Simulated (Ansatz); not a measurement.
Two isomers of C2H4FNSi: A = `N=C1[SiH2]C1F`, B = `N#C[SiH2]CF`.

Program: Ansatz. Geometries: PBE0-D4/def2-TZVP. ΔE: electronic, gas phase. CCSD(T)/CBS adds triple-zeta CCSD(T) − MP2 to the extrapolated MP2 energy (def2 sets, frozen cores). DFT in def2-TZVPP. B3LYP here is the variant with VWN-RPA as its local correlation; programs differ in this. Each species was taken in one conformer, which may not be the lowest.

(1) Which isomer does CCSD(T)/CBS put lower? Give the gap. (An estimate is asked.)

(2) Give E(B) − E(A) in kJ/mol with LDA (SPW92), PBE-D4, PBE0-D4, B3LYP-D4, CCSD(T)/def2-SVP, ωB97M-V, CCSD/def2-TZVPP. (Best estimate.)

(3) Does the order hold for the free energy at 298.15 K (harmonic terms from PBE0-D4)? (Best estimate.)

Largest T1 diagnostic: 0.015.

## Answers

(1) The calculation gave: B, by 224.4 kJ/mol.

(2) The calculation gave: LDA (SPW92) -136.7, PBE-D4 -171.0, PBE0-D4 -184.9, B3LYP-D4 -210.7, CCSD(T)/def2-SVP -225.7, ωB97M-V -214.7, CCSD/def2-TZVPP -236.7. None reverses the order clearly.

(3) The calculation gave: Yes: G(B) − G(A) = -229.6 kJ/mol, for one conformer each.

From PBE to PBE0 (25 % exact exchange), in def2-TZVPP and without D4, E(B) − E(A) moves by −13.5 kJ/mol. In def2-TZVPP, CCSD(T) changes the Hartree–Fock value by +43.9 kJ/mol (the triples alone add +7.7 kJ/mol) and MP2 by +35.5 kJ/mol.
